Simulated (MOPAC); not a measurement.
A run for MOPAC: PM6 on C2H6BCl (SMILES CB(C)Cl), a point of a torsion scan.

```
PM6 1SCF PRECISE CHARGE=0 THREADS=1
C2H6BCl

C     -1.35432797 1    -0.37585047 1     0.10547963 1
B     -0.26516388 1     0.76634180 1     0.17099274 1
C      0.40983828 1     1.35084896 1    -1.13333267 1
Cl     0.22395390 1     1.38196516 1     1.69296832 1
H     -1.72130751 1    -0.69261351 1     1.07813374 1
H     -0.95878668 1    -1.25377472 1    -0.40396602 1
H     -2.21222986 1    -0.05415118 1    -0.48384943 1
H      0.41872623 1     2.43938706 1    -1.13465086 1
H      1.45549990 1     1.04696222 1    -1.18401270 1
H     -0.06855116 1     1.01651510 1    -2.04995707 1
```

It printed:

```
*******************************************************************************
 **                                                                           **
 **                              MOPAC v23.2.5                                **
 **                                                                           **
 *******************************************************************************
 ** MOPAC's Digital Object Identifier: https://doi.org/10.5281/zenodo.6511958 **
 **                                                                           **
 ** Please cite the open-source release paper for use of this MOPAC version:  **
 ** J. E. Moussa and J. J. P. Stewart (2026)                                  **
 ** MOPAC: An open-source semiempirical molecular orbital program             **
 ** J. Open Source Softw., 11(119), 8025, https://doi.org/10.21105/joss.08025 **
 *******************************************************************************

                              PM6 CALCULATION RESULTS

 *******************************************************************************
 *  PM6        - The PM6 Hamiltonian to be used
 *
 *
 *
 *                 CHARGE ON SYSTEM = 0
 *
 *
 *
 *  PRECISE    - TIGHTER CRITERIA TO BE USED
 *  1SCF       - DO 1 SCF AND THEN STOP
 *  THREADS=1  - MULTI-THREADING NOT USED
 *  T=         - A TIME OF 172800.0 SECONDS REQUESTED
 *  DUMP=N     - RESTART FILE WRITTEN EVERY 7200.0 SECONDS REQUESTED
 *******************************************************************************
PM6 1SCF PRECISE CHARGE=0 THREADS=1
 C2H6BCl

   ATOM   CHEMICAL          X               Y               Z
  NUMBER   SYMBOL      (ANGSTROMS)     (ANGSTROMS)     (ANGSTROMS)

     1       C         -1.35432797  *  -0.37585047  *   0.10547963  *
     2       B         -0.26516388  *   0.76634180  *   0.17099274  *
     3       C          0.40983828  *   1.35084896  *  -1.13333267  *
     4      Cl          0.22395390  *   1.38196516  *   1.69296832  *
     5       H         -1.72130751  *  -0.69261351  *   1.07813374  *
     6       H         -0.95878668  *  -1.25377472  *  -0.40396602  *
     7       H         -2.21222986  *  -0.05415118  *  -0.48384943  *
     8       H          0.41872623  *   2.43938706  *  -1.13465086  *
     9       H          1.45549990  *   1.04696222  *  -1.18401270  *
    10       H         -0.06855116  *   1.01651510  *  -2.04995707  *



          CARTESIAN COORDINATES

    NO.       ATOM           X           Y           Z

     1         C         -1.3543     -0.3759      0.1055
     2         B         -0.2652      0.7663      0.1710
     3         C          0.4098      1.3508     -1.1333
     4        Cl          0.2240      1.3820      1.6930
     5         H         -1.7213     -0.6926      1.0781
     6         H         -0.9588     -1.2538     -0.4040
     7         H         -2.2122     -0.0542     -0.4838
     8         H          0.4187      2.4394     -1.1347
     9         H          1.4555      1.0470     -1.1840
    10         H         -0.0686      1.0165     -2.0500

 General Reference for PM6:
 "Optimization of Parameters for Semiempirical Methods V: Modification of NDDO Approximations
 and Application to 70 Elements", J. J. P. Stewart, J. Mol. Mod., 13, 1173-1213 (2007)
 URL: https://link.springer.com/article/10.1007/s00894-007-0233-4

           Empirical Formula: C2 H6 B Cl  =    10 atoms



      MOLECULAR POINT GROUP   :   C1


      RHF CALCULATION, NO. OF DOUBLY OCCUPIED LEVELS = 12


 -------------------------------------------------------------------------------
 PM6 1SCF PRECISE CHARGE=0 THREADS=1
 C2H6BCl



     1SCF WAS SPECIFIED, SO BFGS WAS NOT USED
     SCF FIELD WAS ACHIEVED


                              PM6 CALCULATION
                                                       MOPAC v23.2.5 Linux




          FINAL HEAT OF FORMATION =        -51.74486 KCAL/MOL =    -216.50049 KJ/MOL


          COSMO AREA              =        115.64 SQUARE ANGSTROMS
          COSMO VOLUME            =        101.89 CUBIC ANGSTROMS

          IONIZATION POTENTIAL    =         10.351033 EV
          HOMO LUMO ENERGIES (EV) =        -10.351  0.489
          NO. OF FILLED LEVELS    =         12
          MOLECULAR WEIGHT        =         76.3324         POINT GROUP:  C1

          MOLECULAR DIMENSIONS (Angstroms)

            Atom       Atom       Distance
            H     8    H     5     4.39154
           Cl     4    H    10     3.46842
            H     7    H     9     2.39786


          SCF CALCULATIONS        =          1





   ATOM   CHEMICAL          X               Y               Z
  NUMBER   SYMBOL      (ANGSTROMS)     (ANGSTROMS)     (ANGSTROMS)

     1       C         -1.35432797  *  -0.37585047  *   0.10547963  *
     2       B         -0.26516388  *   0.76634180  *   0.17099274  *
     3       C          0.40983828  *   1.35084896  *  -1.13333267  *
     4      Cl          0.22395390  *   1.38196516  *   1.69296832  *
     5       H         -1.72130751  *  -0.69261351  *   1.07813374  *
     6       H         -0.95878668  *  -1.25377472  *  -0.40396602  *
     7       H         -2.21222986  *  -0.05415118  *  -0.48384943  *
     8       H          0.41872623  *   2.43938706  *  -1.13465086  *
     9       H          1.45549990  *   1.04696222  *  -1.18401270  *
    10       H         -0.06855116  *   1.01651510  *  -2.04995707  *

                             CARTESIAN COORDINATES

   1    C       -1.354327970    -0.375850470     0.105479630
   2    B       -0.265163880     0.766341800     0.170992740
   3    C        0.409838280     1.350848960    -1.133332670
   4   Cl        0.223953900     1.381965160     1.692968320
   5    H       -1.721307510    -0.692613510     1.078133740
   6    H       -0.958786680    -1.253774720    -0.403966020
   7    H       -2.212229860    -0.054151180    -0.483849430
   8    H        0.418726230     2.439387060    -1.134650860
   9    H        1.455499900     1.046962220    -1.184012700
  10    H       -0.068551160     1.016515100    -2.049957070


           Empirical Formula: C2 H6 B Cl  =    10 atoms



      MOLECULAR POINT GROUP   :   C1


                  EIGENVALUES
 -26.16617 -25.14138 -24.41326 -16.75910 -14.55866 -14.31766 -13.87874 -13.35139
 -12.18195 -11.97368 -11.48719 -10.35103   0.48894   0.87373   3.37041   4.38183
   5.77961   5.85310   5.96672   5.99297   6.96579   7.09546  89.08804  89.12565
  89.29089  89.52733  89.54768


              NET ATOMIC CHARGES AND DIPOLE CONTRIBUTIONS

  ATOM NO.   TYPE          CHARGE      No. of ELECS.   s-Pop       p-Pop       d-Pop
    1          C          -0.612516        4.6125     1.09493     3.51759
    2          B           0.384745        2.6153     1.01805     1.59721
    3          C          -0.615475        4.6155     1.09501     3.52046
    4         Cl          -0.166480        7.1665     1.99013     5.17316     0.00319
    5          H           0.164603        0.8354     0.83540
    6          H           0.170199        0.8298     0.82980
    7          H           0.170270        0.8297     0.82973
    8          H           0.169859        0.8301     0.83014
    9          H           0.172023        0.8280     0.82798
   10          H           0.162773        0.8372     0.83723
 DIPOLE           X         Y         Z       TOTAL
 POINT-CHG.    -0.360    -0.543    -1.378     1.524
 HYBRID         0.010    -0.026    -0.111     0.114
 SUM           -0.350    -0.569    -1.489     1.632


          ATOMIC ORBITAL ELECTRON POPULATIONS

     Atom    s        px        py        pz      x^2-y^2     xz        z^2       yz        xy
    1  C   1.09493   1.16751   1.16648   1.18360
    2  B   1.01805   0.46143   0.47674   0.65904
    3  C   1.09501   1.17695   1.17880   1.16471
    4 Cl   1.99013   1.86989   1.84333   1.45994   0.00008   0.00063   0.00135   0.00072   0.00040
    5  H   0.83540
    6  H   0.82980
    7  H   0.82973
    8  H   0.83014
    9  H   0.82798
   10  H   0.83723

 **********************
 *                    *
 * JOB ENDED NORMALLY *
 *                    *
 **********************




 == MOPAC DONE ==
```

The run finished.

Cost: very roughly 0.05 core-seconds.
